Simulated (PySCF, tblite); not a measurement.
Compound: C3H14OSi3.
Cartesian coordinates in Å at the PBE0-D3(BJ)/def2-SVP level; atoms count from 1:
```xyz
21
C3H14OSi3 angstrom
C     -3.178   -1.141    0.429
C     -1.665   -1.126    0.634
Si    -0.751    0.090   -0.465
C     -1.266    1.859   -0.131
O      0.889   -0.080   -0.192
Si     2.232    0.619    0.482
Si     4.115   -0.516   -0.327
H     -3.671   -1.890    1.069
H     -3.444   -1.378   -0.614
H     -3.632   -0.165    0.666
H     -1.236   -2.125    0.443
H     -1.415   -0.888    1.683
H     -0.999   -0.247   -1.902
H     -0.693    2.562   -0.755
H     -2.335    2.009   -0.353
H     -1.100    2.127    0.925
H      2.174    0.534    1.977
H      2.308    2.074    0.125
H      4.046   -1.964    0.040
H      4.190   -0.400   -1.816
H      5.362    0.068    0.261
```

Jobs on this species (21 atoms, 82 electrons) with PySCF (density fitting) and tblite. Hardware of each: Intel Xeon at 2.70 GHz, one thread, shared host. Times come from a shared host and carry two figures at best.

```
                                                             level and settings                                                                                                   work  basis functions  SCF cycles  wall time
                                         PBE0/pcSseg-1, IEF-PCM dichloromethane                                                                shieldings, charges and field gradients              210           ?          ?
                                                                   KT3/pcSseg-1                                                                                             shieldings              210          15       71 s
                                                                B3LYP/def2-SVPD  10 singlets by full TDDFT, 4 Tamm–Dancoff triplets, polarisability, dynamic polarisability, ΔSCF ions              267          13     12 min
                                                                       GFN2-xTB                                                                          Hessian by finite differences                –           –      1.8 s
delta-SCF UKS SCAN, pcX-2 on the ionised atom, pcseg-1 elsewhere, spin-free X2C                                                                         ΔSCF core ionisation, 10 holes              222         147    4.5 min
                                                PBE0/pcSseg-1, IEF-PCM methanol                                                                                             shieldings              210          12       51 s
                                                                  PBE0/pcSseg-1                                                                shieldings, charges and field gradients              210          13       61 s
                                             PBE0-D3(BJ)/def2-SVP, grid level 1                                           geometry optimisation from a GFN2-xTB start shaken at random              180         100    5.8 min
                            BHandHLYP/aug-pcX-1 (pcseg-1 on H, def2-SVPD on Si)                                                                                   K-edge TDA, 24 lines              274          12       62 s
```

Fill in the missing figures.

- PBE0/pcSseg-1, IEF-PCM dichloromethane; shieldings, charges and field gradients: 58 s, 12 SCF cycles

What do all jobs in the table cost together?

About 27 min; the longest takes about 44 % of that, and about 400 times as long as the shortest.
